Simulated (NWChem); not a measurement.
System: BaCl cation; SMILES [Cl][Ba+]

The following NWChem deck was run.

```
start job
memory heap 200 mb stack 900 mb global 1100 mb
charge 1
geometry units angstroms noautosym nocenter noautoz
  Ba     0.000000     0.000000    -0.618986
  Cl     0.000000     0.000000     2.033092
end
basis spherical
  Ba library def2-svpd
  Cl library def2-svpd
end
ecp
  Ba library def2-ecp
end
dft
  xc pbe0
  iterations 150
end
property
  response 1 0.0773
end
task dft property
```

Geometry: optimised at PBE0/def2-SVP. def2 effective core potentials on Ba; no spin-orbit coupling.

Field at 589 nm.

### Question
What results follow from this input? (PBE0/def2-SVPD with def2 effective core potentials on Ba.) Quantities: isotropic polarisability (bohr³); anisotropy (bohr³).

### Answer
```
Item                              Result
--------------------------------  ------
isotropic polarisability (bohr³)    41.8
anisotropy (bohr³)                  36.7
```
